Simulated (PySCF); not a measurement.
How methods differ on the ionisation energy of As⁺

As⁺ [Ar] 3d10 4s2 4p2 (3P) → As²⁺ [Ar] 3d10 4s2 4p1 (2P), as a difference of total energies. All numbers are calculated (PySCF 2.14, a scalar-relativistic core potential, in aug-cc-pVTZ-PP with one added diffuse shell each of s, d, f type with ECP10MDF (7s5p5d3f, 68 functions)). Correlated levels: valence: 3s2 3p6 3d10 frozen. The calculations carry no spin-orbit coupling.

| method | ionisation energy (eV) |
| --- | --- |
| UHF | 17.979 |
| MP2 (valence) | 18.357 |
| SCS-MP2 (valence) | 18.282 |
| CCSD (valence) | 18.388 |
| CCSD(T) (valence) | 18.414 |

Question: How much does correlation contribute at CCSD(T) (valence)?

Answer: 18.414 − (17.979) = 0.435 eV, measured against UHF.

The reference lies between the lowest fine-structure levels, while these numbers refer to the centres of the terms.

Errors of the correlated levels include the incompleteness of this basis and the frozen core.

For comparison: 18.589 eV (measured; NIST Atomic Spectra Database, ionization energies).
